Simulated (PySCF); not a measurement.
# Computed spin Hamiltonian

Species: C₇H₆F₂N (doublet state).
Z-matrix (Å and degrees, GFN2-xTB geometry), rows numbered from 1:
```
N 
C   1  1.3030
C   2  1.4360  1  125.22
C   3  1.3676  2  120.92  1   179.86
C   4  1.4003  3  120.36  2     0.13
C   5  1.5015  4  119.08  3   179.42
F   6  1.3609  5  110.94  4   -63.21
F   6  1.3590  5  111.13  4    53.97
C   5  1.3986  4  120.21  3    -0.12
C   9  1.3678  5  120.32  4     0.02
H   1  1.0180  2  113.87  3    -0.03
H   3  1.0811  2  118.49  1    -0.23
H   4  1.0804  3  120.74  2  -179.71
H   6  1.1008  5  113.43  4   175.57
H   9  1.0803  5  119.39  4  -179.93
H  10  1.0777  2  117.08  1     0.02
```

The hyperfine couplings belong to this conformer and change with its torsions.

As a line formula: `c1c(ccc(c1)C(F)F)[NH]` [radical].

Method used: UKS B3LYP, pcH-1 on C F H N, non-relativistic, mean-field spin-orbit, GIAO (PySCF 2.14.0). Isolated species at its GFN2-xTB geometry (one conformer only). A GFN2-xTB geometry isn't a minimum of the functional, and hyperfine couplings can be far from their values at a DFT geometry. Stability of the SCF solution: not tested. ⟨S²⟩ is 0.789 where a pure state has 0.75.

* g1, g2, g3: 2.00209, 2.00303, 2.00526
* g_iso: 2.00346
* Form of g: rhombic: the two nearest values differ by 30 % of g3 − g1
* ⟨S²⟩: 0.7886 (exact 0.7500)
* HOMO–LUMO gap, α and β orbitals: 5.26, 3.86 eV
* Basis functions: 310

Hyperfine couplings atom by atom, in MHz; T1 to T3 are the principal values of the dipolar part; ρ(0) is the spin density at the nucleus:

```json
{"atom": "N1", "isotope": "14N", "a_iso": "19.3", "T1": "-26.6", "T2": "-26.0", "T3": "52.6", "Mulliken spin population": "0.58", "ρ(0) (bohr⁻³)": "0.0598"}
{"atom": "C2", "isotope": "13C", "a_iso": "-41.2", "T1": "-22.7", "T2": "8.0", "T3": "14.7", "Mulliken spin population": "-0.18", "ρ(0) (bohr⁻³)": "-0.0367"}
{"atom": "C3", "isotope": "13C", "a_iso": "24.7", "T1": "-21.2", "T2": "-20.5", "T3": "41.7", "Mulliken spin population": "0.28", "ρ(0) (bohr⁻³)": "0.0219"}
{"atom": "C4", "isotope": "13C", "a_iso": "-24.8", "T1": "-18.9", "T2": "8.5", "T3": "10.4", "Mulliken spin population": "-0.15", "ρ(0) (bohr⁻³)": "-0.0221"}
{"atom": "C5", "isotope": "13C", "a_iso": "32.9", "T1": "-28.3", "T2": "-26.4", "T3": "54.8", "Mulliken spin population": "0.34", "ρ(0) (bohr⁻³)": "0.0293"}
{"atom": "C6", "isotope": "13C", "a_iso": "-12.1", "T1": "-1.0", "T2": "0.3", "T3": "0.7", "Mulliken spin population": "-0.01", "ρ(0) (bohr⁻³)": "-0.0108"}
{"atom": "F7", "isotope": "19F", "a_iso": "55.3", "T1": "-27.5", "T2": "-25.2", "T3": "52.6", "Mulliken spin population": "0.01", "ρ(0) (bohr⁻³)": "0.0131"}
{"atom": "F8", "isotope": "19F", "a_iso": "40.5", "T1": "-23.4", "T2": "-21.0", "T3": "44.4", "Mulliken spin population": "0.01", "ρ(0) (bohr⁻³)": "0.0096"}
{"atom": "C9", "isotope": "13C", "a_iso": "-26.1", "T1": "-19.0", "T2": "8.4", "T3": "10.6", "Mulliken spin population": "-0.16", "ρ(0) (bohr⁻³)": "-0.0232"}
{"atom": "C10", "isotope": "13C", "a_iso": "25.9", "T1": "-23.5", "T2": "-23.1", "T3": "46.7", "Mulliken spin population": "0.31", "ρ(0) (bohr⁻³)": "0.0231"}
{"atom": "H11", "isotope": "1H", "a_iso": "-37.5", "T1": "-30.5", "T2": "-6.3", "T3": "36.8", "Mulliken spin population": "-0.02", "ρ(0) (bohr⁻³)": "-0.0084"}
{"atom": "H12", "isotope": "1H", "a_iso": "-17.8", "T1": "-8.0", "T2": "-2.1", "T3": "10.1", "Mulliken spin population": "-0.01", "ρ(0) (bohr⁻³)": "-0.0040"}
{"atom": "H13", "isotope": "1H", "a_iso": "8.0", "T1": "-2.7", "T2": "-1.4", "T3": "4.0", "Mulliken spin population": "0.01", "ρ(0) (bohr⁻³)": "0.0018"}
{"atom": "H14", "isotope": "1H", "a_iso": "-0.2", "T1": "-2.3", "T2": "-1.3", "T3": "3.5", "Mulliken spin population": "0.00", "ρ(0) (bohr⁻³)": "0.0000"}
{"atom": "H15", "isotope": "1H", "a_iso": "7.9", "T1": "-2.8", "T2": "-1.3", "T3": "4.1", "Mulliken spin population": "0.01", "ρ(0) (bohr⁻³)": "0.0018"}
{"atom": "H16", "isotope": "1H", "a_iso": "-20.0", "T1": "-8.4", "T2": "-2.4", "T3": "10.7", "Mulliken spin population": "-0.01", "ρ(0) (bohr⁻³)": "-0.0045"}
```

The Mulliken spin populations are largest on N1 (+0.58), C5 (+0.34), C10 (+0.31) and C3 (+0.28). Four atoms exceed +0.15. The positive populations add up to 1.55 and the negative ones to -0.55, together 2S = 1.

N1, the radical centre as drawn in `[NH]c1ccc(C(F)F)cc1`, holds a spin population of +0.58 out of 1.

Axes: g2 points within 1° of the C5–C9 bond.

Under fast tumbling the dipolar parts average out, and these isotropic splittings remain (the largest six): 2 × 19F (F7/F8, I = 1/2, 3 lines) with 1.71 mT, 1 × 1H (H11, I = 1/2, 2 lines) with 1.34 mT, 1 × 1H (H16, I = 1/2, 2 lines) with 0.71 mT, 1 × 14N (N1, I = 1, 3 lines) with 0.69 mT, 1 × 1H (H12, I = 1/2, 2 lines) with 0.64 mT and 1 × 1H (H13, I = 1/2, 2 lines) with 0.28 mT.

Nuclei that the bonding pattern makes equivalent are averaged, as if the motion that swaps them (rotation, inversion, ring flip) were fast. C3 and C10, with what hangs on them, aren't averaged: C2 is flat or nearly so (angle sum 360°), and its turn about the short C2–N1 bond (1.30 Å) is taken as slow. The 19F value of +47.9 MHz is a mean of couplings from 40.5 to 55.3 MHz in this one geometry, not an average over conformers.

The 13C coupling of C2 (-41.2 MHz) shows only in satellite lines or after enrichment, since that isotope makes up about 1.07 % of natural carbon.

The spin density at the nucleus, in bohr⁻³, is negative for C2 (-0.0367), C9 (-0.0232) and C4 (-0.0221), for instance. A restricted open-shell determinant has no negative spin density anywhere; here it arises because α and β orbitals differ (spin polarisation).
